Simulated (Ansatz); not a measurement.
Input file for Ansatz (an electronic-structure program): U-wB97M-V/def2-TZVPP on CH2NO (SMILES N[C]=O), 2S+1 = 2, atoms moved off the minimum.

Ansatz 0.2 input:
```yaml
crystal:
  periodic: [false, false, false]
  atoms:
    - {symbol: N, position_ang: [-1.10971955, 0.00445176, 0.05174918]}
    - {symbol: C, position_ang: [0.15342002, -0.36588371, -0.01472885]}
    - {symbol: O, position_ang: [1.16023056, 0.26402860, -0.00567000]}
    - {symbol: H, position_ang: [-1.31362164, 0.94757497, -0.00154622]}
    - {symbol: H, position_ang: [-1.89613012, -0.63248619, 0.03485386]}
basis:
  gaussian:
    orbitals: def2-TZVPP
hamiltonian:
  xc: {name: wB97M-V}
magnetization: {spin_polarized: true, initial_magnetization: 1}
output: {forces: true}
```

Output:

```
WARN ansatz: RAYON_NUM_THREADS=1 ignored (pool sized by the plan → 1); use --threads N
Functional definition: wB97M-V
integrals: 0.04 GiB planned
604 factors; their error is unknown
integrals: 0.07 GiB planned
138 factors; integrals over basis functions are off by at most 7.5e-6 eV
mean field: 0.55 GiB planned
mean field evaluation 1: about -4601.6372 eV, gradient 3.4e1 eV
mean field evaluation 2: about -4601.3783 eV, gradient 3.7e1 eV
mean field evaluation 4: about -4605.5756 eV, gradient 1.7e0 eV
mean field evaluation 8: about -4605.5925 eV, gradient 5.3e-2 eV
mean field evaluation 16: about -4605.6001 eV, gradient 2.6e-4 eV
mean field -4605.60010956 eV, -169.2526822385 hartree, gradient 5.0e-5 eV, S^2 0.752694; 0 other end points of the search recorded, 0 dependent functions left out
the calculation of the forces begins
reference -4605.60014003 eV, -169.2526833583 hartree; 12, 11 occupied and 109, 110 virtual orbitals, 604 factors
Total energy: -4605.60014003 eV, -169.2526833583 hartree
Atom 0 at    -1.109720     0.004452     0.051749 Å, force    -0.816642    -1.515531     0.054975 eV/Å
Atom 1 at     0.153420    -0.365884    -0.014729 Å, force     0.728716    -1.122762     0.113018 eV/Å
Atom 2 at     1.160231     0.264029    -0.005670 Å, force    -0.009053     0.298379    -0.093650 eV/Å
Atom 3 at    -1.313622     0.947575    -0.001546 Å, force    -0.570562     2.309870    -0.029931 eV/Å
Atom 4 at    -1.896130    -0.632486     0.034854 Å, force     0.667541     0.030044    -0.044412 eV/Å
Dipole moment:    -0.790226     0.040499    -0.013152 e Å
```

The calculation finished and met its thresholds.

Cost: very roughly 4 core-seconds.
